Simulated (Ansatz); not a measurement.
A nudged elastic band was laid between two geometries of Cl4H3NSn (9 atoms, charge 0, multiplicity 1).

Level of theory: RKS PBE0-D4/def2-SVP in Ansatz 0.2.0.

```json
{
  "movable images": "5",
  "climbing image": "yes",
  "spring": "5.0 eV/Å²",
  "optimiser": "quadratic models (default)",
  "start path": "through a guess of the saddle point",
  "force threshold": "0.03 eV/Å",
  "iteration limit": "60",
  "end points": "relaxed"
}
```

First end point:

```xyz
9
Properties=species:S:1:pos:R:3
Sn -0.109 0.015 0.153
Cl 0.493 -0.173 2.424
Cl 2.053 0.050 -0.765
Cl -0.838 2.116 -0.629
Cl -0.907 -1.913 -0.944
N -2.287 -0.020 1.075
H -2.809 -0.808 0.690
H -2.769 0.850 0.847
H -2.227 -0.118 2.090
```

Last end point:

```xyz
9
Properties=species:S:1:pos:R:3
Sn -0.629 -0.013 -0.488
Cl -0.298 1.012 3.227
Cl 1.395 -0.997 0.037
Cl -0.458 2.276 -0.761
Cl -1.364 -0.926 -2.503
N -1.950 -0.384 1.021
H -2.105 -1.386 1.147
H -2.856 0.052 0.839
H -1.132 0.366 2.422
```

What changes between the two ends?

Bonds broken: Sn1–Cl2, N6–H9. Bonds formed: Cl2–H9. Cl4H3NSn becomes Cl3H2NSn + ClH.

Give the energies along the band, and the barrier.

The forces met the threshold. The highest image is number 4 of 0 to 6, 140.8 kJ/mol above the first end and 4.9 kJ/mol above the last; the last end lies 135.9 kJ/mol above the first. A vibrational analysis at the climbing image gives one clearly imaginary mode, 155i cm⁻¹: a first-order saddle point. The orbitals stay closed-shell, which can raise the energy where a bond breaks towards radicals; this wasn't checked here.

```
image  path coordinate (Å)  energy (kJ/mol)  Sn1–Cl2 (Å)  N6–H9 (Å)  Cl2–H9 (Å)
    0                 0.00              0.0         2.36       1.02        2.74
    1                 1.07              9.0         2.37       1.02        2.68
    2                 2.14             26.7         2.39       1.02        2.58
    3                 3.21             38.0         2.45       1.03        2.30
    4                 4.28            140.8         3.09       1.51        1.41
    5                 4.68            137.2         3.49       1.71        1.34
    6                 5.09            135.9         3.87       1.79        1.33
```

What is the geometry of the highest image?


```xyz
9
Properties=species:S:1:pos:R:3
Sn -0.556 0.074 -0.262
Cl -0.121 1.044 2.644
Cl 1.440 -1.036 0.104
Cl -0.453 2.333 -0.741
Cl -1.383 -0.884 -2.232
N -2.021 -0.406 1.137
H -2.148 -1.419 1.202
H -2.922 -0.001 0.876
H -1.235 0.295 2.214
```

What are the harmonic wavenumbers there?

155i, 53, 69, 105, 111, 126, 129, 189, 239, 366, 388, 416, 561, 724, 842, 989, 1036, 1527, 1578, 3510, 3612 cm⁻¹.

The band took 25 iterations and about 23 core-minutes.

Time of the run: 6.1 min on 4 threads of Arm Neoverse V1, with other jobs on the host, peak memory 0.4 GiB.
